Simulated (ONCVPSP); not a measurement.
## Configuration tests for cadmium (Cd) (ONCV)

- Element: Cd
- Generator: ONCVPSP 4.0.1
- Type: optimised norm-conserving Vanderbilt (ONCV)
- Functional: LDA (Perdew-Zunger)
- Relativity: fully relativistic
- Frozen core: [Ar] 3d10
- Valence charge: 20
- Reference configuration: 4s2 4p6 4d10 5s2
- Partial waves: 4s+5s: rc 1.40 bohr, ncon 3, nbas 7, qcut 9.4 1/bohr, 3 projectors, debl 2.8 Ha; 4p: rc 1.00 bohr, ncon 3, nbas 7, qcut 8.4 1/bohr, 2 projectors, debl 0.7 Ha; 4d: rc 1.60 bohr, ncon 3, nbas 7, qcut 9.3 1/bohr, 1 projector
- Local potential: polynomial inside 0.85 bohr (lpopt 3, dvloc0 6 Ha)
- Core correction: Teter function, fcfact 2.75, rcfact 1.65

Open shells are filled in proportion to 2j + 1.

In the p channel the program set the typed energies aside and used -2.393, 0.250 Ha (j = l + 1/2; the other j can differ).

Energies are relative to the spin-unpolarised reference configuration 4s2 4p6 4d10 5s2; without spin polarisation the order of configurations can differ from experiment.

| valence configuration | charge | ΔE all-electron (eV) | error AE − PS (meV) |
| --- | --- | --- | --- |
| 4s2 4p6 4d10 5s1 | +1 | 9.629 | +0.1 |
| 4s2 4p6 4d10 5s0 | +2 | 27.150 | -1.0 |
| 4s2 4p6 4d10 5s0 5p1 | +1 | 15.526 | -1.0 |

(1) What are ΔE and the potential's error for 4s2 4p6 4d9 5s0?

Levels in the configuration 4s2 4p6 4d9 5s0:

```json
{"level": "4s j=1/2", "all-electron (eV)": "-141.343", "pseudo (eV)": "-141.385"}
{"level": "4p j=3/2", "all-electron (eV)": "-100.448", "pseudo (eV)": "-100.460"}
{"level": "4p j=1/2", "all-electron (eV)": "-106.432", "pseudo (eV)": "-106.445"}
{"level": "4d j=5/2", "all-electron (eV)": "-45.732", "pseudo (eV)": "-45.729"}
{"level": "4d j=3/2", "all-electron (eV)": "-46.512", "pseudo (eV)": "-46.509"}
```

Answers

(1) ΔE = 65.404 eV all-electron; the error (AE − PS) is -2.1 meV.

These tests converged, but a pseudo level misses the all-electron one widely, so the file describes the atom poorly there or has found another state: 4s2 4p6 4d10 5s0 5p1: empty 5s by 7.2 eV.
